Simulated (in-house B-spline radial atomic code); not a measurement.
Values are calculated unless marked as measured or tabulated.
# Building a PAW d channel for Ag, r_c = 1.28 bohr

Ag, [Kr] 4d10 5s1, non-relativistic PBE, spherical and spin-unpolarised, from an all-electron radial atomic-structure program (B-spline basis) (atomic units; all potentials screened as in the neutral atom).

Two all-electron partial waves φ1, φ2 are integrated outwards at E1 = ε(4d) = -0.290666 and E2 = E1 + 2 hartree; φ1 is the bound orbital and φ2 has unit norm inside r_c = 1.2754 bohr. Smooth partners are polynomials, r^3(a0 + a1 r² + a2 r⁴ + a3 r⁶), matched to φ and three derivatives at r_c, with no condition on the norm. The local potential is -22.4017 + (32.9137) r² + (-20.0669) r⁴ + (4.54331) r⁶ inside 1.0442 bohr and the all-electron one outside.

```tsv
wave	φ(r_c)	φ'(r_c)	a0	a1	a2	a3
1	0.8425929	-0.4072189	2.961803	-3.256852	1.384336	-0.2139435
2	0.3678386	-3.397347	5.583749	-7.142129	3.146901	-0.4914621
```

Inside r_c the overlaps are <φi φj> = [[0.50795, 0.67820], [0.67820, 1.00000]] and, for the smooth waves, [[0.42831, 0.51736], [0.51736, 0.68327]]. With χj = (Ej − T − V_local) applied to smooth wave j, the program's quadrature gives the matrix B_ij = <smooth i, χj> as [[0.15356, 0.04372], [0.36539, 0.35721]].

Q: Check the match of the first wave, and find the augmentation charges q_ij.

A: At r_c the four terms are 6.14463, -10.99082, 7.59917, -1.91037, which sum to 0.8426, φ1(r_c) to rounding. q_ij is the all-electron overlap less the smooth one: [[0.07964, 0.16083], [0.16083, 0.31673]]. The smooth first wave has a norm of 0.4283 inside r_c against 0.5079, and q11 > 0 puts back the missing charge.

Q: B isn't symmetric. Show that D_ij = B_ij + Ej q_ij is.

A: Integrating by parts gives B12 − B21 = (E1 − E2) q12: 0.04372 − (0.36539) = -0.32167, and −2 × (0.16083) = -0.32166. So D12 = 0.04372 + (1.709334)(0.16083) = 0.31864 and D21 = 0.36539 + (-0.290666)(0.16083) = 0.31864; D11 = 0.13041, D22 = 0.89860. The projectors, p = (B⁻¹)ᵀ χ, are dual to the smooth waves; det B = 0.039.

Solving (T + V_local + Σ p D p) ψ = E (1 + Σ p q p) ψ in a sphere of 9 bohr gives these levels:

```
all-electron  one projector  two projectors
   -0.290663      -0.290663       -0.290663
    0.123021       0.122690        0.123021
    0.403878       0.401108        0.403878
    0.832212       0.819130        0.832211
    1.400930       1.351100        1.400930
```

Q: What does the second projector gain?

A: With one projector the errors are 0.00, -0.33, -2.77, -13.08, -49.83 millihartree. With two the errors are 0.00, 0.00, 0.00, 0.00, 0.00 millihartree. The scattering is exact at E1 and at E2 = 1.709, and over all levels compared the largest error is under 0.01 millihartree. The lowest eigenvalue of the overlap operator is 1 with one and 0.9336 with two projectors. The smooth orbital alone needs a cutoff of 35.6 hartree for 1 millihartree of kinetic energy, against 34.9 for a norm-conserving Troullier-Martins orbital of the same radius.
